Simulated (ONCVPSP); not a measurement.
**Which change was made? (Ga, ONCV)**

- Element: Ga (Z = 31)
- Generator: ONCVPSP 4.0.1
- Type: optimised norm-conserving Vanderbilt (ONCV)
- Functional: PBE
- Relativity: scalar-relativistic
- Frozen core: [Ar] 3d10
- Valence charge: 3
- Reference configuration: 4s1.75 4p1.25
- Partial waves: 4s: rc 2.05 bohr, ncon 4, nbas 8, qcut 3.8 1/bohr, 3 projectors, debl 0.8 Ha; 4p: rc 2.65 bohr, ncon 3, nbas 8, qcut 2.8 1/bohr, 2 projectors, debl 3.7 Ha; d scattering state at 0.41 Ha: rc 2.85 bohr, ncon 3, nbas 6, qcut 3.9 1/bohr, 1 projector
- Local potential: polynomial inside 1.90 bohr (lpopt 4, dvloc0 4 Ha)
- Core correction: Teter function, fcfact 4.5, rcfact 1.15

Cutoffs, loose and tight: the cutoffs (Ha) at which the residual kinetic energy of the hardest occupied pseudo-wave falls to 1 and 0.1 mHa per electron. They do not see the model core or the augmentation charge, which bear on the density cutoff. Test errors are all-electron minus pseudo excitation energies from the reference, over the configurations 4s2 4p1; 4s2 4p0; 4s1 4p0; 4s1 4p2; variants that change the core or the reference have their own tests.

The base gives: outcome: generated; cutoff, loose: 6.4 Ha; cutoff, tight: 21 Ha; bound ghosts: none; GHOST(+) flags above zero: s; largest test error (meV): +15.

Question: After one change the result is: outcome: generated; cutoff, loose: 7.4 Ha; cutoff, tight: 25 Ha; bound ghosts: s; GHOST(+) flags above zero: s; largest test error (meV): +19. Which change was it?
A. core [Ar], valence charge 13; reference 3d10 4s2 4p0.5; waves now 4s: rc 1.75 bohr, ncon 4, nbas 9, qcut 4.2 1/bohr, 1 projector; 4p: rc 2.05 bohr, ncon 4, nbas 7, qcut 3.8 1/bohr, 2 projectors, debl 0.9 Ha; 3d: rc 1.25 bohr, ncon 4, nbas 9, qcut 10.3 1/bohr, 2 projectors, debl 0.6 Ha; f scattering state at 0.14 Ha: rc 2.20 bohr, ncon 3, nbas 7, qcut 5.3 1/bohr, 2 projectors, debl 3.4 Ha; local potential polynomial inside 1.25 bohr (lpopt 5, dvloc0 6 Ha)
B. all radii but the core radius scaled by about 0.81 (s 1.64, p 2.14, d 2.30 bohr); local potential polynomial inside 1.52 bohr (lpopt 4, dvloc0 4 Ha)
C. core correction Teter function, fcfact 6.8, rcfact 1.15

Answer: B. The others give: core [Ar], valence charge 13; reference 3d10 4s2 4p0.5; waves now 4s: rc 1.75 bohr, ncon 4, nbas 9, qcut 4.2 1/bohr, 1 projector; 4p: rc 2.05 bohr, ncon 4, nbas 7, qcut 3.8 1/bohr, 2 projectors, debl 0.9 Ha; 3d: rc 1.25 bohr, ncon 4, nbas 9, qcut 10.3 1/bohr, 2 projectors, debl 0.6 Ha; f scattering state at 0.14 Ha: rc 2.20 bohr, ncon 3, nbas 7, qcut 5.3 1/bohr, 2 projectors, debl 3.4 Ha; local potential polynomial inside 1.25 bohr (lpopt 5, dvloc0 6 Ha) → outcome: generated, projector energies reset by the program; cutoff, loose: 54 Ha; cutoff, tight: 187 Ha; bound ghosts: none; GHOST(+) flags above zero: none; largest test error (meV): -89 | core correction Teter function, fcfact 6.8, rcfact 1.15 → outcome: generated; cutoff, loose: 6.4 Ha; cutoff, tight: 21 Ha; bound ghosts: none; GHOST(+) flags above zero: s; largest test error (meV): -36.
